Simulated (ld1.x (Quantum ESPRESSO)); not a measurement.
Configuration tests for ruthenium (TM)

```
Element                 : ruthenium (Ru)
Generator               : ld1.x (Quantum ESPRESSO) 7.5
Type                    : norm-conserving Troullier–Martins (Kleinman–Bylander form)
Functional              : PBE
Relativity              : scalar-relativistic
Frozen core             : [Kr]
Valence charge          : 8
Reference configuration : 4d7 5s1 5p0
Partial waves           : 5s (bound): rc 2.80 bohr; 5p (bound, empty): rc 3.70 bohr; 4d (bound): rc 1.90 bohr
Local potential         : all-electron potential smoothed inside 3.40 bohr (lloc = -1)
Core correction         : none
```

Energies are relative to the spin-unpolarised reference configuration 4d7 5s1 5p0; without spin polarisation the order of configurations can differ from experiment.

(1) Give the all-electron excitation energy and the error of the potential for: 4d7 5s0 5p0; 4d6 5s0 5p0; 4d5 5s0 5p0; 4d4 5s0 5p0; 4d6 5s1 5p1; 4d7 5s0 5p1; 4d8 5s0 5p0.

Levels in the configuration 4d8 5s0 5p0:

```json
{"level": "4d", "all-electron (eV)": "-3.151", "pseudo (eV)": "-3.086"}
```

Answers

(1)

| valence configuration | charge | ΔE all-electron (eV) | error AE − PS (meV) |
| --- | --- | --- | --- |
| 4d7 5s0 5p0 | +1 | 7.292 | +9.3 |
| 4d6 5s0 5p0 | +2 | 25.479 | -28 |
| 4d5 5s0 5p0 | +3 | 56.101 | -317 |
| 4d4 5s0 5p0 | +4 | 100.614 | -897 |
| 4d6 5s1 5p1 | 0 | 5.653 | -85 |
| 4d7 5s0 5p1 | 0 | 3.461 | +3.5 |
| 4d8 5s0 5p0 | 0 | -0.333 | -61 |
